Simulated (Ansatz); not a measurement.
Program: Ansatz. Geometries: PBE0-D4/def2-TZVP. ΔE: electronic, gas phase. CCSD(T)/CBS adds triple-zeta CCSD(T) − MP2 to the extrapolated MP2 energy (def2 sets, frozen cores). Functionals use def2-TZVPP. Each species was taken in one conformer, which may not be the lowest.

Reaction (ligand exchange at the Al–C bond): `CB[CH](F)[AlH2]` + `NC[SiH2]N` → `NC[SiH2][NH][AlH2]` + `CBCF`

| level | ΔE (kJ/mol) |
| --- | --- |
| PBE0-D4 | -85.2 |
| ωB97M-V | -94.9 |
| SCS-MP2/def2-QZVPP | -111.8 |
| CCSD/CBS(def2) | -109.5 |

(1) What does CCSD(T)/CBS give? (Best estimate.)

Largest T1 diagnostic among the species: 0.013.

Answers

(1) Ansatz gave: -100.1 kJ/mol. The listed levels differ from it by 14.9, 5.2, -11.7, -9.4 kJ/mol.

The D4 term adds +5.5 kJ/mol with B3LYP and +2.6 kJ/mol with PBE0; it sums over pairs of atoms, weighted by their polarisabilities, and B3LYP, whose exchange is more repulsive, gets the larger term. In def2-TZVPP, CCSD(T) changes the Hartree–Fock value by +55.3 kJ/mol (the triples alone add +9.4 kJ/mol) and MP2 by +55.4 kJ/mol.

B3LYP here is the variant with VWN-RPA as its local correlation; programs differ in this.
